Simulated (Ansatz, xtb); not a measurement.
**Relaxing a trial structure of CBClSi**

The starting geometry of this gas-phase singlet has its atoms placed at random.

```xyz
4

C     0.5235   -1.3410   -0.6593
B    -0.2599    0.1941    1.2162
Cl   -1.3885   -0.1746   -0.0752
Si    1.1337   -0.9157    1.1056
```

Problem. Guess where an optimisation with r2SCAN-D4/def2-SVP ends from this start.

Solution. It ends as `[Si]=C=BCl`. Distances that change by over a tenth: C1–Si4 (1.92 → 1.69 Å). Contacts that open: B2–Si4 (1.78 → 3.07 Å). Contacts that close: C1–B2 (2.55 → 1.38 Å).

The energy falls by 6.79 eV over 18 steps:

```
step  E − E(last) (eV)
   1             6.791
   3             3.940
   5             2.701
   7             0.668
   9             0.171
  10             0.136
  12             0.122
  14             0.095
  16             0.004
  18             0.000
```

Final geometry (Å):

| atom | x (Å) | y (Å) | z (Å) |
| --- | --- | --- | --- |
| C | 0.6223 | -0.7907 | 0.5913 |
| B | -0.6181 | -0.3300 | 0.2008 |
| Cl | -2.1349 | 0.2341 | -0.2762 |
| Si | 2.1395 | -1.3505 | 1.0715 |

From the same start GFN2-xTB ends elsewhere, differing in C1–Cl3 (1.93 against 3.07 Å here), C1–Si4 (3.30 against 1.69 Å here), B2–Si4 (1.89 against 3.07 Å here).

From so rough a start the end depends on the optimiser's path, so another program may land elsewhere. The end wasn't checked by frequencies. Run with Ansatz 0.2.0, 60 s on 1 thread of Intel(R) Xeon(R) Processor @ 2.50GHz (Skylake/Cascade Lake), on a shared host.
